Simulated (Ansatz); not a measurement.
ReO3Cl (ReClO₃). Charge 0, multiplicity 3. Geometry PBE-D4/def2-SVP, that of the neutral singlet; atoms count from 1.

```xyz
5

Re    0.0149   -0.0347    0.0856
O     1.2985    0.8025    0.8561
O    -1.3948    0.1237    1.0497
O     0.4272   -1.6971   -0.0070
Cl   -0.3457    0.8057   -1.9843
```

In the def2 sets Re takes a core potential; there is no spin–orbit coupling. At PBE0-D4/def2-TZVP a singlet of charge 0 lies 3.81 eV below the triplet at the same geometry.

Question: Estimate the Mulliken populations from the PBE0/def2-TZVP orbitals of Ansatz.

Answer: 
| atom | charge (e) | spin (α − β) | d electrons |
| --- | --- | --- | --- |
| Re1 | 1.33 | 0.48 | 4.65 |
| O2 | -0.32 | 0.59 | – |
| O3 | -0.44 | 0.11 | – |
| O4 | -0.29 | 0.78 | – |
| Cl5 | -0.28 | 0.04 | – |
Mulliken values depend strongly on the basis.

Question: Where does the spin sit?

Answer: Summed by element: Re 0.48, O 1.48, Cl 0.04, of 2 unpaired in all. Largest on single atoms: O4 0.78, O2 0.59, Re1 0.48.

Question: And the Mayer bond orders between heavy atoms (over 0.3)?

Answer: Re1–O2 1.63 (1.72 Å); Re1–O3 1.91 (1.72 Å); Re1–O4 1.45 (1.72 Å); Re1–Cl5 1.06 (2.26 Å).
